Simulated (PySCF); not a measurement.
An unknown is described by computed data only.

Formula: C4H8ClFSi2.

- Triplet: lowest triplet excitation (Tamm–Dancoff): 4.77 eV [TDA CAM-B3LYP/def2-SVPD]
- UV, strongest line: among the 10 lowest singlet transitions: S7 at 7.17 eV (173 nm, f = 0.191) [TDDFT CAM-B3LYP/def2-SVPD]
- Dipole: 2.11 D [CAM-B3LYP/def2-SVPD]
- 1H NMR: chemical shifts (computed TMS as zero) by class: 3.53 (3 H), 3.07 (1 H), 2.84 (1 H), 2.03 (3 H) ppm [GIAO PBE0/pcSseg-1]
- Valence photoelectron: vertical ionisation energy: 9.63 eV [ΔSCF CAM-B3LYP/def2-SVPD]
- Polarisability: 116.7 au [CAM-B3LYP/def2-SVPD]
- UV, first state: lowest singlet excitation: 5.54 eV (224 nm, f = 0.002) [TDDFT CAM-B3LYP/def2-SVPD]
- Rotational structure: rotational constants A, B, C: 1.123, 0.756, 0.626 GHz [PBE0-D3(BJ)/def2-SVP]
- NMR, other nuclei: isotropic shieldings of nuclei other than C and H, by class: 350 (1 F), 356 (1 Si), 459 (1 Si), 952 (1 Cl) ppm [GIAO PBE0/pcSseg-1]
- 13C NMR: chemical shifts (computed TMS as zero) by class: 117.6 (1 C), 82.9 (1 C), 34.2 (1 C), 5.9 (1 C) ppm [GIAO PBE0/pcSseg-1]

Electronic properties: PySCF, gas phase, density fitting. Levels stand in brackets. Isolated species at its PBE0-D3(BJ)/def2-SVP geometry (one conformer only). Each NMR value is the plain mean over a class of atoms that symmetry, rotation or inversion makes alike.

Q: Propose a structure and show how it fits.

A: Numbering: `[CH3:1][C:2]#[C:3][Si@@:4]([F:5])([SiH3:6])[CH2:7][Cl:8]`. Its formula, C4H8ClFSi2, gives 2 degrees of unsaturation: 0 rings and 2 π bonds in the structure found. 4 carbons fall into 4 classes; from least to most shielded: alkyne carbon [C2] (117.6 ppm), alkyne carbon [C3] (82.9 ppm), sp3 C–Cl carbon [C7] (34.2 ppm), propargylic carbon [C1] (5.9 ppm). Hydrogen classes from least to most shielded: 3 H on an SiH3 silicon, Si6 (3.53 ppm), 1 H on an sp3 C–Cl carbon, C7 (3.07 ppm), 1 H on an sp3 C–Cl carbon, C7 (2.84 ppm), 3 H on a propargylic carbon, C1 (2.03 ppm). The other shieldings belong to: 350 ppm, silicon-bound fluorine [F5]; 356 ppm, fluorine-bound silicon [Si4]; 459 ppm, SiH3 silicon [Si6]; 952 ppm, alkyl chlorine [Cl8]. The first electron is taken from the HOMO, whose largest Löwdin shares are 0.23 on an alkyne carbon, 0.22 on an alkyne carbon, 0.13 on the SiH3 silicon and 0.12 on the fluorine-bound silicon. The optimised geometry has point group C1 and is an asymmetric top. Structure: `CC#C[Si@@](F)([SiH3])CCl`. The assignments are read from this structure; whether some other isomer fits the data as well wasn't checked. The mirror image fits equally.

Conformer computed: `[CH3:1][C:2]#[C:3][Si@@:4]([F:5])([SiH3:6])[CH2:7][Cl:8]`: C3–Si4–C7–Cl8 -72°.
